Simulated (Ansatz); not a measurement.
C₃H₈Si⁻, that is Si(eta1-allyl)H3 with one electron more. Charge -1, multiplicity 2. Geometry PBE0-D4/def2-SVP, that of the neutral singlet; atoms count from 1.

Cartesian coordinates in Å:
```
Si -1.7515 0.2896 0.0127
C -0.1960 -0.7871 0.1366
C 0.9945 -0.1278 -0.4778
C 2.0162 0.4141 0.1895
H -0.4204 -1.7444 -0.3657
H -0.0216 -1.0116 1.2020
H 0.9959 -0.0667 -1.5740
H 2.0668 0.3851 1.2829
H 2.8405 0.9040 -0.3344
H -2.0137 0.6515 -1.4151
H -1.5729 1.5465 0.8007
H -2.9379 -0.4532 0.5425
```

The highest occupied level of the charge -1 doublet lies above zero (up to 2.34 eV). By energy differences it is unbound by 1.24 eV (vertical, to the charge 0 singlet, at PBE0-D4/def2-TZVPD) and held by the finite basis.

Problem. Estimate the Mulliken populations from the PBE0/def2-TZVPD orbitals of Ansatz.

Solution. 
| atom | charge (e) | spin (α − β) |
| --- | --- | --- |
| Si1 | -0.96 | 0.81 |
| C2 | -1.70 | 1.40 |
| C3 | -0.43 | 0.36 |
| C4 | -1.07 | 0.42 |
| H5 | 0.81 | -0.60 |
| H6 | 0.45 | -0.23 |
| H7 | 0.62 | -0.36 |
| H8 | 0.50 | -0.28 |
| H9 | 0.55 | -0.36 |
| H10 | 0.11 | -0.09 |
| H11 | 0.06 | -0.03 |
| H12 | 0.06 | -0.04 |
Mulliken values and Mayer orders depend strongly on the basis. With diffuse functions, as here, like atoms can get unlike values, and bond orders can come out too low or too high.

Problem. Where does the spin sit?

Solution. Summed by element: Si 0.81, C 2.18, H -1.99, of 1 unpaired in all. Largest on single atoms: C2 1.40, Si1 0.81, H5 -0.60.

Problem. And the Mayer bond orders between bonded heavy atoms (over 0.3)?

Solution. Si1–C2 3.32 (1.90 Å); C2–C3 2.17 (1.49 Å); C3–C4 2.17 (1.34 Å). Values over 0.3 also appear between atoms too far apart for a bond (Si1–C3 0.80 at 2.82 Å; Si1–C4 0.61 at 3.77 Å; C2–C4 1.22 at 2.52 Å); they arise where an orbital or an unpaired electron spreads over both atoms.
